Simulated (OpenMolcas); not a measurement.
# Kr2+: Slater's ratio, the spin-orbit constant, worked from levels

* Program: OpenMolcas
* Basis: ANO-RCC-VQZP [7s6p4d2f1g]
* Scalar Hamiltonian: DKH2, point nucleus
* Active space: 4 electrons in 3 orbitals (4p)
* State averaging: 2S+1 = 3 even, 3 roots; 2S+1 = 1 even, 6 roots
* Spin-orbit coupling: state interaction with AMFI integrals over the reference wave functions, term energies averaged over their components

Methods: CASSCF; SS-CASPT2, IPEA 0.25 Eh, imaginary shift 0.1 Eh (closed shells correlated: 3d 4s). Measured levels: Saloman, J. Phys. Chem. Ref. Data 36, 215 (2007).

**Slater's ratio.** With one set of orbitals, p4 has ¹D - ³P = 6 F2 and ¹S - ¹D = 9 F2 (F2 = F²/25), a ratio of 3/2. Term energies are centres of gravity, weighted by 2J + 1.

```
   Source  ¹D - ³P  ¹S - ³P  F2 from the first  Ratio
   CASSCF    15145    37081               2524  1.448
SS-CASPT2    12732    31809               2122  1.498
 measured    12538    30973               2090  1.470
```

Energies in cm-1. A ratio away from 3/2 shows effects beyond one configuration with one set of orbitals, and in heavier atoms second-order spin-orbit shifts.

**The spin-orbit constant.** For the Hund term ³P of p4, E(J) = (A/2) J(J+1) + constant and ζ = -2S·A = -2A. From J = 0 to J = 2 the energy changes by 3 A.

| Source | E(2) - E(0) | A | ζ |
| --- | --- | --- | --- |
| CASSCF | -5136.2 | -1712.1 | 3424 |
| SS-CASPT2 | -5047.9 | -1682.6 | 3365 |
| measured | -5312.9 | -1771.0 | 3542 |

All in cm-1. SS-CASPT2 is off by -5.0 % and CASSCF by -3.3 %. Both methods take the spin-orbit matrix elements from the reference wave functions, so the second can move ζ only through the term energies and any multistate remixing. Second-order mixing with other terms is absorbed into this ζ.

CASPT2 does not keep the components of a term degenerate, so their means are used; among the terms shown or strongly mixed into the levels shown the widest spread is 160 cm-1 (4s² 4p⁴ ¹D, SS-CASPT2). With the s shell closed, the reference lacks s² → p² mixing. Measured partners are found by configuration, term and J. A level has none where our copy of the source lacks it or the pairing is in doubt (some pairs that miss far off the trend of their configuration count as doubtful), and it then counts in no deviation. Only configurations of the active space appear.
